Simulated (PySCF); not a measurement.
Molfile (atoms numbered from 1):
```
C7H10NP
     RDKit          3D

 19 19  0  0  0  0  0  0  0  0999 V2000
   -2.2011   -0.8993   -0.5306 C   0  0  0  0  0  0  0  0  0  0  0  0
   -1.4894   -0.3842    1.1068 P   0  0  0  0  0  0  0  0  0  0  0  0
   -1.9719    1.3935    1.0689 C   0  0  0  0  0  0  0  0  0  0  0  0
    0.2477   -0.2140    0.5487 C   0  0  0  0  0  0  0  0  0  0  0  0
    0.9930   -1.3377    0.1968 C   0  0  0  0  0  0  0  0  0  0  0  0
    2.3117   -1.1680   -0.1796 C   0  0  0  0  0  0  0  0  0  0  0  0
    2.8469    0.1129   -0.1759 C   0  0  0  0  0  0  0  0  0  0  0  0
    2.0270    1.1613    0.2087 C   0  0  0  0  0  0  0  0  0  0  0  0
    0.7640    1.0056    0.5627 N   0  0  0  0  0  0  0  0  0  0  0  0
   -3.2863   -0.8778   -0.4523 H   0  0  0  0  0  0  0  0  0  0  0  0
   -1.8786   -0.2290   -1.3262 H   0  0  0  0  0  0  0  0  0  0  0  0
   -1.8914   -1.9163   -0.7609 H   0  0  0  0  0  0  0  0  0  0  0  0
   -1.6751    1.8551    0.1296 H   0  0  0  0  0  0  0  0  0  0  0  0
   -1.4764    1.9039    1.8907 H   0  0  0  0  0  0  0  0  0  0  0  0
   -3.0503    1.4645    1.2026 H   0  0  0  0  0  0  0  0  0  0  0  0
    0.5346   -2.3158    0.2229 H   0  0  0  0  0  0  0  0  0  0  0  0
    2.9178   -2.0164   -0.4655 H   0  0  0  0  0  0  0  0  0  0  0  0
    3.8730    0.2911   -0.4590 H   0  0  0  0  0  0  0  0  0  0  0  0
    2.3949    2.1797    0.2344 H   0  0  0  0  0  0  0  0  0  0  0  0
  1  2  1  0
  2  3  1  0
  2  4  1  0
  4  5  2  0
  5  6  1  0
  6  7  2  0
  7  8  1  0
  8  9  2  0
  9  4  1  0
  1 10  1  0
  1 11  1  0
  1 12  1  0
  3 13  1  0
  3 14  1  0
  3 15  1  0
  5 16  1  0
  6 17  1  0
  7 18  1  0
  8 19  1  0
M  END
```

Computed data (PySCF): σ from GIAO-PBE0/pcSseg-1, coordinates at the GFN2-xTB level. Equivalent nuclei averaged, isolated molecule, non-relativistic Hamiltonian, one conformer.

Shifts are taken against calculated references (same method and geometry level): $^{13}$C against TMS.

Task: Do the $^{13}$C shifts follow the atomic charges (in e)? Tabulate both.

Result: 
| atoms | hybridisation | δ (ppm) | σ para (ppm) | Hirshfeld | IAO | Mulliken | ESP-fitted |
| --- | --- | --- | --- | --- | --- | --- | --- |
| C4 | sp2 | 176.7 | -251 | +0.01 | -0.06 | -0.11 | +0.89 |
| C8 | sp2 | 155.3 | -218 | +0.02 | -0.01 | +0.16 | +0.32 |
| C6 | sp2 | 140.2 | -206 | -0.03 | -0.12 | -0.01 | +0.32 |
| C5 | sp2 | 132.1 | -202 | -0.06 | -0.18 | -0.08 | -0.86 |
| C7 | sp2 | 125.8 | -198 | -0.06 | -0.19 | -0.19 | -0.52 |
| C1/C3 | sp3 | 18.1 | -84 | -0.17 | -0.60 | -0.45 | -0.30 |

Correlation coefficients of δ with charge over these carbons: Hirshfeld +0.97, IAO +0.98, Mulliken +0.83, ESP-fitted +0.48; with the paramagnetic shielding -1.00. Among the 5 sp2 carbons alone: Hirshfeld +0.91, IAO +0.82, Mulliken +0.30, ESP-fitted +0.88. With so few points, grouped by hybridisation, these coefficients are fragile. Charge is one influence among several: hybridisation and low-lying excitations act through the paramagnetic term.

Shifts are as computed. Against solution values, carbons near 30 ppm lie about +3 ppm off and those near 130 ppm about +5 ppm. Of 1211 compounds with measured shifts, 218 miss one by over three times the rms of a fit or turn the order of signals round; such compounds aren't used in these exercises.
